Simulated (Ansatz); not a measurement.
C₃H₅, charge -1, singlet, at a GFN2-xTB geometry (a gas-phase anion, which may not be bound at this level). Base run: PBE0/6-31G (Ansatz, a first-principles code).

The Ansatz input:
Ansatz 0.2 input:
```yaml
crystal:
  periodic: [false, false, false]
  atoms:
    - {symbol: C, position_ang: [1.35805982, 0.02312035, -0.00323503]}
    - {symbol: C, position_ang: [0.09892564, 0.45870450, -0.01716080]}
    - {symbol: H, position_ang: [2.08097321, 0.91930036, -0.03769013]}
    - {symbol: H, position_ang: [-0.29397552, 1.52858289, -0.05609412]}
    - {symbol: C, position_ang: [-1.06691089, -0.50759766, 0.02066702]}
    - {symbol: H, position_ang: [-0.69797393, -1.53441177, 0.05804749]}
    - {symbol: H, position_ang: [-1.71318980, -0.34673546, 0.89954519]}
    - {symbol: H, position_ang: [-1.71628136, -0.41209920, -0.86543564]}
basis:
  gaussian:
    orbitals: 6-31G
hamiltonian:
  xc: pbe0
total_charge: -1
```

Variants of this job, named by their change:

```
change               basis functions      E (Eh)
-------------------  ---------------  ----------
base                              37  -117.02603
basis = 3-21G                     37  -116.40992
basis = pcseg-0                   37  -116.77012
basis = 6-31G*                    55  -117.05671
basis = pcseg-1                   67  -117.05586
basis = 6-31G**                   70  -117.06420
basis = 6-311++G**               101  -117.12038
basis = aug-cc-pVDZ              114  -117.10299
basis = def2-TZVPD               156  -117.13017
basis = cc-pVTZ                  160  -117.12063
basis = pc-2                     160  -117.13167
basis = cc-pVQZ                  315  -117.13310
basis = def2-QZVPP               321  -117.13731
```

Totals compare only among sets that treat the same electrons; sets with core potentials leave the core out.

A gas-phase anion may not be bound at this level; its values then depend on the basis.
